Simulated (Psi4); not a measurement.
C3H5, doublet (typed; the unrestricted solution is spin-contaminated), at a GFN2-xTB geometry; Psi4 1.11 with CCSD(T)/STO-3G.

Psi4 was given this input:
```
memory 2 GB

molecule mol {
0 2
  C     1.313529    0.256226   -0.021927
  C     0.025909    0.374083   -0.010223
  H     1.837879   -0.703925   -0.002493
  H     1.970538    1.113360   -0.052235
  C    -1.206401   -0.398851    0.024477
  H    -1.008352   -1.478408    0.050837
  H    -1.788968   -0.136455    0.908191
  H    -1.809314   -0.183320   -0.858262
}

set basis sto-3g
set reference uhf
set freeze_core true
set mp2_type conv
set scf_type pk
set puream true
set d_convergence 1e-8

energy('ccsd(t)')
print_variables()
```

It wrote (shortened):

```
   => Loading Basis Set <=

    Name: STO-3G
    Role: ORBITAL
    Keyword: BASIS

         ---------------------------------------------------------
                                   SCF
               by Justin Turney, Rob Parrish, Andy Simmonett
                          and Daniel G. A. Smith
                              UHF Reference
         ---------------------------------------------------------

  ==> Geometry <==

    Molecular point group: c1
    Full point group: C1

    Geometry (in Angstrom), charge = 0, multiplicity = 2:

       Center              X                  Y                   Z               Mass
    ------------   -----------------  -----------------  -----------------  -----------------
         C            1.294230807772     0.222651185802    -0.020813970641    12.000000000000
         C            0.006610807772     0.340508185802    -0.009109970641    12.000000000000
         H            1.818580807772    -0.737499814198    -0.001379970641     1.007825032230
         H            1.951239807772     1.079785185802    -0.051121970641     1.007825032230
         C           -1.225699192228    -0.432425814198     0.025590029359    12.000000000000
         H           -1.027650192228    -1.511982814198     0.051950029359     1.007825032230
         H           -1.808266192228    -0.170029814198     0.909304029359     1.007825032230
         H           -1.828612192228    -0.216894814198    -0.857148970641     1.007825032230

  Running in c1 symmetry.

  Rotational constants: A =      2.61073  B =      0.29029  C =      0.27463 [cm^-1]
  Rotational constants: A =  78267.86223  B =   8702.52702  C =   8233.30014 [MHz]
  Nuclear repulsion =   64.272869416033842

  Charge       = 0
  Multiplicity = 2
  Electrons    = 23
  Nalpha       = 12
  Nbeta        = 11

  ==> Algorithm <==

  SCF Algorithm Type is PK.
  DIIS enabled.
  MOM disabled.
  Fractional occupation disabled.
  Guess Type is SAD.
  Energy threshold   = 1.00e-08
  Density threshold  = 1.00e-08
  Integral threshold = 1.00e-12

  ==> Primary Basis <==

  Basis Set: STO-3G
    Blend: STO-3G
    Number of shells: 14
    Number of basis functions: 20
    Number of Cartesian functions: 20
    Spherical Harmonics?: true
    Max angular momentum: 1

  ==> Integral Setup <==

  Using in-core PK algorithm.
   Calculation information:
      Number of atoms:                   8
      Number of AO shells:              14
      Number of primitives:             42
[...]
  @UHF Final Energy:  -115.01895125301459
    Total Energy =                       -115.0189512530145919
[...]
      3   7   0   0        -0.0261625944
      0   7   0   2        -0.0258867684
      7   3   0   0        -0.0247744670
      5   7   7   1        -0.0247336138

    SCF energy       (wfn)                    = -115.018951253014592
    Reference energy (file100)                = -115.018951253014734

    Opposite-spin MP2 correlation energy      =   -0.113355354837797
    Same-spin MP2 correlation energy          =   -0.017345721942049
    Singles MP2 correlation energy            =   -0.000000000000000
    MP2 correlation energy                    =   -0.130701076779847
      * MP2 total energy                      = -115.149652329794577

    Opposite-spin CCSD correlation energy     =   -0.177928425425854
    Same-spin CCSD correlation energy         =   -0.014795350021661
    Singles CCSD correlation energy           =    0.000000000000000
    CCSD correlation energy                   =   -0.192723775447515
      * CCSD total energy                     = -115.211675028462253

            **************************
            *                        *
            *        CCTRIPLES       *
            *                        *
            **************************

    Wave function   =    CCSD_T
    Reference wfn   =      UHF

    Nuclear Rep. energy (wfn)                =   64.272869416033842
    SCF energy          (wfn)                = -115.018951253014592
    Reference energy    (file100)            = -115.018951253014734
    CCSD energy         (file100)            =   -0.192723775447515
    Total CCSD energy   (file100)            = -115.211675028462253

    Number of ijk index combinations:
    Spin Case AAA:                                  84
    Spin Case BBB:                                  56
    Spin Case AAB:                                 288
    Spin Case ABB:                                 252
    AAA (T) energy                             =   -0.000010773118969
    BBB (T) energy                             =   -0.000005959321113
    AAB (T) energy                             =   -0.000837885722401
    ABB (T) energy                             =   -0.000760711543882
    (T) energy                                   =   -0.001615329706366
      * CCSD(T) total energy                     = -115.213290358168621

  Variable Map:
  ----------------------------------------------------------------------------
[...]
  Array Variable Map:
  ----------------------------------------------------------------------------
[...]
[...]
```
